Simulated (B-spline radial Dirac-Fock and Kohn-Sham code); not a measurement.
## Ru: non-radiative channels of the 1s vacancy

System: the Ru atom, configuration [Kr] 4d7 5s1.

Model: a relativistic independent-particle model: LDA orbitals of the hole state, radiative multipoles to third order, Auger rates from the Coulomb interaction with a continuum orbital, Dirac-Fock energies. Program: a radial B-spline solver. Kinetic energies are configuration averages from the vacuum level; the two-hole energies are estimated from single-hole states.

```
transition  kinetic energy (eV)  width (meV)  share (%)
    K-L1L1              15544.8         66.3        6.2
    K-L1L2              15813.7         82.1        7.6
    K-L1L3              15945.0          126       11.7
    K-L2L2              16043.4         13.5        1.3
    K-L2L3              16184.2          309       28.8
    K-L3L3              16313.5          160       14.9
    K-L1M1              18252.1         21.7        2.0
    K-L1M2              18350.9         14.1        1.3
    K-L1M3              18374.5         21.6        2.0
    K-L2M1              18511.7         11.3        1.1
    K-L2M2              18614.5         4.36        0.4
    K-L2M3              18635.1         45.1        4.2
    K-L3M1              18640.9         17.3        1.6
    K-L3M2              18740.7         44.2        4.1
    K-L3M3              18765.8         47.3        4.4
    K-L1N1                    –         3.95        0.4
    K-L2M5              18817.7         5.61        0.5
    K-L3M4                    –         7.39        0.7
    K-L3M5              18948.2         6.74        0.6
    K-L2N3              19079.7         7.05        0.7
    K-L3N2              19205.1         6.95        0.6
    K-L3N3              19209.0         7.41        0.7
    K-M2M3              21128.3         6.53        0.6
    K-M3M3              21150.3         3.51        0.3
```

A dash stands for an energy that rests on an unreliable hole state.

The listed channels hold 97 % of the non-radiative rate. Summed by principal shells, of 1.07 eV in all: KLL 70.5 %, KLM 23.4 %, KLN 3.6 %, KMM 1.9 %, KMN 0.6 %.

Values without a named source are computed, but for edge energies of neutral atoms, which are taken from tables.
